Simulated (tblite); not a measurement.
Parent: `[CH3:1][C@@H:2]1[CH2:3][CH:4]=[CH:5][CH+:6][CH2:7]1` (charge +1) with C1–C2–C3–C4 -79°, C2–C3–C4–C5 -20°, C4–C5–C6–C7 6°, C5–C6–C7–C2 20°, [C7H11]+.

Structures optimised with GFN2-xTB, isolated species. One conformer each, not checked by frequencies here.

```json
{"coordinate of the parent": "C1–C2", "value": "1.525 Å"}
{"coordinate of the parent": "C2–C3", "value": "1.535 Å"}
{"coordinate of the parent": "C3–C4", "value": "1.453 Å"}
{"coordinate of the parent": "C4=C5", "value": "1.381 Å"}
{"coordinate of the parent": "C5–C6", "value": "1.381 Å"}
{"coordinate of the parent": "C6–C7", "value": "1.454 Å"}
{"coordinate of the parent": "C2–C7", "value": "1.535 Å"}
{"coordinate of the parent": "C1–C2–C3", "value": "110.1°"}
{"coordinate of the parent": "C1–C2–C7", "value": "110.0°"}
{"coordinate of the parent": "C3–C2–C7", "value": "110.4°"}
{"coordinate of the parent": "C2–C3–C4", "value": "114.3°"}
{"coordinate of the parent": "C3–C4–C5", "value": "122.9°"}
{"coordinate of the parent": "C4–C5–C6", "value": "119.4°"}
{"coordinate of the parent": "C5–C6–C7", "value": "122.9°"}
{"coordinate of the parent": "C2–C7–C6", "value": "114.2°"}
```

**Question.** How does the shared frame change in `[CH3:1][C@H:2]1[CH2:3][CH+:4][CH:5]=[C:6]([F:7])[CH2:8]1` (charge +1) with C1–C2–C3–C4 80°, C2–C3–C4–C5 19°, C3–C4–C5–C6 5°, C5–C6–C8–C2 -25°, [C7H10F]+? Atoms pair as C1 = C1, C2 = C2, C3 = C3, C4 = C4, C5 = C5, C6 = C6, C7 = C8 (parent first).

**Answer.** 
| parent | relative | value in the relative | change |
| --- | --- | --- | --- |
| C1–C2 | C1–C2 | 1.525 Å | 0.000 |
| C2–C3 | C2–C3 | 1.536 Å | +0.001 |
| C3–C4 | C3–C4 | 1.457 Å | +0.004 |
| C4=C5 | C4–C5 | 1.373 Å | -0.008 |
| C5–C6 | C5=C6 | 1.388 Å | +0.007 |
| C6–C7 | C6–C8 | 1.460 Å | +0.006 |
| C2–C7 | C2–C8 | 1.538 Å | +0.003 |
| C1–C2–C3 | C1–C2–C3 | 110.2° | +0.1 |
| C1–C2–C7 | C1–C2–C8 | 110.5° | +0.5 |
| C3–C2–C7 | C3–C2–C8 | 110.3° | -0.1 |
| C2–C3–C4 | C2–C3–C4 | 114.5° | +0.2 |
| C3–C4–C5 | C3–C4–C5 | 123.1° | +0.2 |
| C4–C5–C6 | C4–C5–C6 | 118.7° | -0.7 |
| C5–C6–C7 | C5–C6–C8 | 123.8° | +0.9 |
| C2–C7–C6 | C2–C8–C6 | 112.5° | -1.7 |

Of the parent's bonds, C4–C5 and C5–C6 change most and about equally (-0.008 to +0.007 Å). Bonds of the relative outside the shared frame: C6–F7 1.300 Å. Point group Cs → C1.

All values are computed, not measured.
